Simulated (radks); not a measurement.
Spherical quantum dot in the effective-mass picture: electrons in a parabolic well V = omega^2 r^2 / 2 with omega = 0.367, all in effective atomic units (hartree* = m*/eps^2 hartree, bohr* = eps/m* bohr), one dielectric constant everywhere. Calculated with a radial shooting solver with Libxc functionals: non-relativistic Kohn-Sham, LDA (Slater exchange, Perdew-Wang correlation), spin-polarised, spherical densities. Levels are named by radial order and angular momentum (1s, 1p, 1d, 2s, ...), and open shells are averaged over m.

N = 15, configuration 1s2 1p6 1d(up 5, down 2). This is the lowest configuration that the search found. Occupied and some empty levels:

| level | occupation | eigenvalue (hartree*) | <r> (bohr*) |
|---|---|---|---|
| 1s up | 1 | 4.3390 | 3.006 |
| 1s down | 1 | 4.3582 | 2.952 |
| 1p up | 3 | 4.4821 | 3.664 |
| 1p down | 3 | 4.5062 | 3.651 |
| 1d up | 5 | 4.6525 | 4.113 |
| 1d down | 2 | 4.6778 | 4.119 |
| 2s up | 0 | 4.7097 | 3.440 |
| 2s down | 0 | 4.7242 | 3.472 |
| 1f up | 0 | 4.8467 | 4.467 |
| 1f down | 0 | 4.8714 | 4.483 |
| 2p up | 0 | 4.9336 | 3.894 |
| 2p down | 0 | 4.9491 | 3.902 |

Energy (hartree*): total 42.6629, kinetic 4.0032, external 15.667, Hartree 26.761, exchange-correlation -3.7690.

Electron density:

| r (bohr*) | n(r) (e/bohr*^3) |
|---|---|
| 0.158 | 0.01686 |
| 0.553 | 0.01799 |
| 0.949 | 0.02034 |
| 1.34 | 0.02374 |
| 1.74 | 0.02780 |
| 2.14 | 0.03182 |
| 2.53 | 0.03491 |
| 2.93 | 0.03612 |
| 3.32 | 0.03474 |
| 3.72 | 0.03066 |
| 4.12 | 0.02448 |
| 4.51 | 0.01747 |
| 4.91 | 0.01102 |
| 5.30 | 0.006092 |
| 5.70 | 0.002941 |
| 6.09 | 0.001231 |
| 6.49 | 0.0004482 |
| 6.89 | 0.0001417 |
| 7.28 | 0.00003904 |
| 7.68 | 9.364e-06 |
